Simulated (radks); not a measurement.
Values are calculated unless marked as measured or tabulated.
Question: These are the eigenvalues of the occupied orbitals of an atom or ion with whole-number occupations (Ry). Code: a radial shooting solver on a logarithmic mesh with Libxc functionals. Model: Dirac Kohn-Sham, PBEsol, spin-unpolarised, spherical densities, point nucleus.

orbital  eigenvalue
1s1/2     -476.2889
2s1/2     -59.01226
2p1/2     -51.18701
2p3/2     -50.42210
3s1/2     -10.44900
3p1/2      -8.18424
3p3/2      -8.08402
3d3/2      -4.46459

Which element is it, and in what charge state? The configuration may be excited. Open shells, if any, fill j = l - 1/2 first.

Answer: Z = 25, manganese, charge +4: Mn4+ in [Ar] 3d3. The list shows which subshells hold electrons but not how many an open one holds; the 1s level, -238.14 hartree, gives Z - s = 21.8 by -(Z - s)^2/2, which with screening and relativity narrows Z to a few neighbours, and the depths of the outer levels then fix element, charge and occupations together.
